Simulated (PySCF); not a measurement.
Compound: 2-methylbenzoxazole, C8H7NO.
SMILES with atom numbers: `[CH3:1][c:2]1[n:3][c:4]2[cH:5][cH:6][cH:7][cH:8][c:9]2[o:10]1` (hydrogens: H11, H12, H13 on C1; H14 on C5; H15 on C6; H16 on C7; H17 on C8)

The calculation used PBE0-D3(BJ)/def2-SVP geometry optimisation, gas phase (PySCF 2.14.0).

Question: What internal coordinates does the optimisation give?

Answer: 
```tsv
bond	length (Å)
C1–C2	1.478
C2–N3	1.290
N3–C4	1.387
C4–C5	1.396
C5–C6	1.393
C6–C7	1.405
C7–C8	1.395
C8–C9	1.386
C9–O10	1.359
C2–O10	1.365
C4–C9	1.402
C1–H11, C1–H12, C1–H13	1.099
C5–H14	1.091
C6–H15	1.092
C7–H16	1.092
C8–H17	1.091
```

Bonds in one row agree within 0.01 Å and their mean is given. A selection of angles:
```tsv
angle	degrees
C1–C2–N3	128.3
C1–C2–O10	116.7
N3–C2–O10	115.1
C2–N3–C4	104.7
N3–C4–C5	131.8
N3–C4–C9	108.4
C5–C4–C9	119.9
C4–C5–C6	117.3
C5–C6–C7	121.7
C6–C7–C8	121.7
C7–C8–C9	115.7
C8–C9–O10	129.1
C4–C9–C8	123.8
C4–C9–O10	107.2
C2–O10–C9	104.7
```

The 5-membered ring C2–N3–C4–C9–O10 has internal angles of 104.7° to 115.1° (sum 540°, against 540° for a flat polygon); it is planar, 0.00 Å rms from its mean plane, widest ring torsion 0°. The 2 C–N bonds span 1.290 Å (C2–N3, aromatic) to 1.387 Å (N3–C4, aromatic), a spread of 0.097 Å. The 10 heavy atoms lie in one plane (0.002 Å rms). The C–C distances run from 1.386 Å (C8–C9, aromatic) to 1.478 Å (C1–C2, drawn single), a spread of 0.092 Å. The 6-membered ring C4–C5–C6–C7–C8–C9 has internal angles of 115.7° to 123.8°; it is planar, 0.00 Å rms from its mean plane, widest ring torsion 0°.

Point group: Cs (tolerance 0.08 Å). No PBE0-D3(BJ)/def2-SVP frequencies stand behind this structure, so it isn't proved a minimum.
